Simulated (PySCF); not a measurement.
Structure with atom numbers: `[CH3:1][O:2][SiH2:3][NH:4][SiH3:5]`. Hydrogens are named by the atom that carries them.

Relativity neglected, single conformer, equivalent nuclei averaged, no solvent. σ from GIAO-PBE/pcSseg-2; PBE0-D3(BJ)/def2-SVP structure; PySCF.

Referencing at the same level of theory: $^{13}$C and $^{1}$H and $^{29}$Si vs TMS; H2O for $^{17}$O; $^{15}$N against NH3.

```csv
atoms,nucleus,count,δ (ppm)
C1,$^{13}$C,1,52.5
H(Si5),$^{1}$H,3,?
H(Si3),$^{1}$H,2,5.08
H(N4),$^{1}$H,1,?
Si3,$^{29}$Si,1,-25.9
N4,$^{15}$N,1,34.6
H(C1),$^{1}$H,3,3.64
Si5,$^{29}$Si,1,-52.7
O2,$^{17}$O,1,?
```

Problem. Fill in the missing shifts.

Solution. 
- H(Si5): 4.97 ppm, hydrogen on a silicon bonded to N
- H(N4): 0.83 ppm, hydrogen on a nitrogen bonded to 2 Si; exchangeable, gas-phase position
- O2: 40.1 ppm, oxygen bonded to C, Si

The OH or NH signal is concentration- and solvent-dependent in practice; the value given is the gas-phase one. Shifts are as computed, not scaled to solution data. Of 1313 compounds with measured shifts, 239 miss one by over three times the rms of a fit or turn the order of signals round; such compounds aren't used in these exercises. Experimental scales use liquid or dissolved standards, which lie at an offset from isolated NH3 (liquid NH3: subtract about 20 ppm) and H2O (liquid H2O: subtract about 36 ppm).
